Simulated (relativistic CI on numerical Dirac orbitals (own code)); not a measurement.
Line list: Electric-dipole lines, Pt²³⁺

These numbers are calculated, not measured: Dirac-Coulomb-Breit CI, KLI orbitals optimised for each configuration, a model potential for QED, unscaled Slater integrals (own radial code, finite nucleus).

Configuration list (outside the closed core [Ar] 3d10): 4s²4p⁶4d¹⁰4f⁹, 4s²4p⁶4d¹⁰4f⁸5s, 4s²4p⁶4d¹⁰4f⁸5p, 4s²4p⁶4d⁹4f¹⁰, 4s²4p⁶4d¹⁰4f⁸5d, 4s²4p⁵4d¹⁰4f¹⁰, 4s²4p⁶4d¹⁰4f⁸6s, 4p⁶4d¹⁰4f¹¹, 4p⁶4d⁹4f¹², 4p⁵4d¹⁰4f¹². Double excitations out of closed p, d and f shells are left out; levels of such configurations are missing from the list, as are those of other unlisted configurations, and high levels can miss mixing partners.

```
λ vac (Å)                       Lower                         Upper   A (s⁻¹)        gf  Branching (%)
   151.29   4s²4p⁶4d¹⁰4f⁹ ⁶F°11/2 [3]  4s²4p⁶4d¹⁰4f⁸5s ²I11/2 [378]  1.22e+04  5.02e-07            3.7
   151.55   4s²4p⁶4d¹⁰4f⁹ ⁶F°11/2 [3]  4s²4p⁶4d¹⁰4f⁸5s ⁴H13/2 [376]  1.21e+04  5.84e-07            3.4
   153.41    4s²4p⁶4d¹⁰4f⁹ ⁴F°9/2 [4]   4s²4p⁶4d¹⁰4f⁸5s ⁴F9/2 [355]  2.27e+04  8.02e-07            4.2
   155.29   4s²4p⁶4d¹⁰4f⁹ ⁶F°11/2 [3]  4s²4p⁶4d¹⁰4f⁸5s ⁴K11/2 [335]  1.15e+04  5.01e-07            3.8
   155.55    4s²4p⁶4d¹⁰4f⁹ ⁴F°9/2 [4]   4s²4p⁶4d¹⁰4f⁸5s ⁴G7/2 [334]  2.45e+04  7.11e-07            8.9
   156.46    4s²4p⁶4d¹⁰4f⁹ ⁴F°9/2 [4]  4s²4p⁶4d¹⁰4f⁸5s ⁴H11/2 [323]  2.89e+04  1.27e-06           11.5
   157.47    4s²4p⁶4d¹⁰4f⁹ ⁴F°9/2 [4]  4s²4p⁶4d¹⁰4f⁸5s ⁴I11/2 [314]  1.79e+04  8.00e-07            4.1
   157.90   4s²4p⁶4d¹⁰4f⁹ ⁶H°13/2 [2]  4s²4p⁶4d¹⁰4f⁸5s ²I11/2 [305]  2.64e+04  1.19e-06            9.1
   159.47   4s²4p⁶4d¹⁰4f⁹ ⁶H°15/2 [1]  4s²4p⁶4d¹⁰4f⁸5s ⁶H13/2 [249]  2.61e+04  1.39e-06           14.0
   159.53   4s²4p⁶4d¹⁰4f⁹ ⁶H°11/2 [5]   4s²4p⁶4d¹⁰4f⁸5s ⁴G9/2 [316]  1.65e+04  6.30e-07            4.9
   159.78   4s²4p⁶4d¹⁰4f⁹ ⁶H°15/2 [1]  4s²4p⁶4d¹⁰4f⁸5s ⁴H13/2 [248]  1.18e+05  6.32e-06           41.0
   159.79  4s²4p⁶4d¹⁰4f⁹ ²K°15/2 [11]  4s²4p⁶4d¹⁰4f⁸5s ⁴K13/2 [350]  3.37e+04  1.80e-06           11.6
   160.02    4s²4p⁶4d¹⁰4f⁹ ⁴F°9/2 [4]  4s²4p⁶4d¹⁰4f⁸5s ⁴G11/2 [289]  6.66e+04  3.07e-06           20.4
   160.05  4s²4p⁶4d¹⁰4f⁹ ⁴L°19/2 [17]  4s²4p⁶4d¹⁰4f⁸5s ²M17/2 [395]  3.56e+04  2.46e-06           16.0
   160.70    4s²4p⁶4d¹⁰4f⁹ ⁶H°9/2 [6]   4s²4p⁶4d¹⁰4f⁸5s ⁴G9/2 [316]  3.67e+04  1.42e-06           11.0
   161.59   4s²4p⁶4d¹⁰4f⁹ ⁶H°13/2 [2]  4s²4p⁶4d¹⁰4f⁸5s ⁴I11/2 [275]  3.76e+04  1.77e-06           14.8
   162.22   4s²4p⁶4d¹⁰4f⁹ ⁶F°11/2 [3]  4s²4p⁶4d¹⁰4f⁸5s ⁴I11/2 [275]  3.12e+04  1.48e-06           12.3
   163.24    4s²4p⁶4d¹⁰4f⁹ ⁴F°9/2 [4]  4s²4p⁶4d¹⁰4f⁸5s ⁴I11/2 [269]  1.15e+04  5.54e-07            5.1
   163.25    4s²4p⁶4d¹⁰4f⁹ ⁶H°7/2 [8]   4s²4p⁶4d¹⁰4f⁸5s ⁶G7/2 [307]  7.35e+04  2.35e-06           22.0
   163.87  4s²4p⁶4d¹⁰4f⁹ ⁴I°11/2 [23]   4s²4p⁶4d¹⁰4f⁸5s ²H9/2 [385]  5.33e+04  2.15e-06           13.3
   164.76   4s²4p⁶4d¹⁰4f⁹ ⁶H°11/2 [5]   4s²4p⁶4d¹⁰4f⁸5s ⁶K9/2 [274]  2.84e+04  1.15e-06            8.1
   165.02    4s²4p⁶4d¹⁰4f⁹ ⁴F°9/2 [4]   4s²4p⁶4d¹⁰4f⁸5s ⁶I7/2 [256]  1.59e+04  5.18e-07            5.1
   165.34   4s²4p⁶4d¹⁰4f⁹ ⁶F°11/2 [3]  4s²4p⁶4d¹⁰4f⁸5s ⁴G11/2 [251]  6.56e+04  3.23e-06           23.8
   165.36    4s²4p⁶4d¹⁰4f⁹ ⁴F°9/2 [4]   4s²4p⁶4d¹⁰4f⁸5s ⁶I9/2 [253]  1.29e+04  5.29e-07            5.2
   167.03    4s²4p⁶4d¹⁰4f⁹ ⁴F°9/2 [4]   4s²4p⁶4d¹⁰4f⁸5s ⁴H9/2 [244]  1.38e+04  5.77e-07            5.0
   169.36  4s²4p⁶4d¹⁰4f⁹ ⁴M°17/2 [28]  4s²4p⁶4d¹⁰4f⁸5s ⁴I15/2 [361]  2.92e+04  2.01e-06            6.3
   171.51  4s²4p⁶4d¹⁰4f⁹ ⁴M°17/2 [28]  4s²4p⁶4d¹⁰4f⁸5s ⁴K17/2 [340]  2.61e+04  2.07e-06            5.9
   172.01  4s²4p⁶4d¹⁰4f⁹ ²K°15/2 [48]  4s²4p⁶4d¹⁰4f⁸5s ²I13/2 [392]  8.12e+04  5.04e-06           23.1
   172.85  4s²4p⁶4d¹⁰4f⁹ ⁴K°15/2 [26]  4s²4p⁶4d¹⁰4f⁸5s ⁴K17/2 [319]  2.23e+04  1.80e-06           11.1
   174.12  4s²4p⁶4d¹⁰4f⁹ ²M°19/2 [50]  4s²4p⁶4d¹⁰4f⁸5s ⁴M21/2 [372]  4.24e+04  4.24e-06           43.2
```

Terms are leading LS components. Brackets give the number of a level in order of energy, since labels repeat. The list gives strong lines, with weight on those to low levels, without lines whose two gauges differ by over a factor of 2.5, among the lowest 400 of 7575 levels, so that lines to higher ones, which can be the strongest, are missing. Levels whose partners in the same complex of configurations lie outside the list can be far off, and so can their lines. Rates are taken at the computed energies, electric ones in the length gauge.

At this charge energies of transitions that change n are usually good to better than 1 %, and those within a shell (Δn = 0) to a few per cent. Terms inside the open d or f shell come out 10 to 20 % too wide with unscaled integrals.

LS names give the leading component of a level, which can be under half, so a name can repeat, a term be missing and a line seem to break the LS rules.
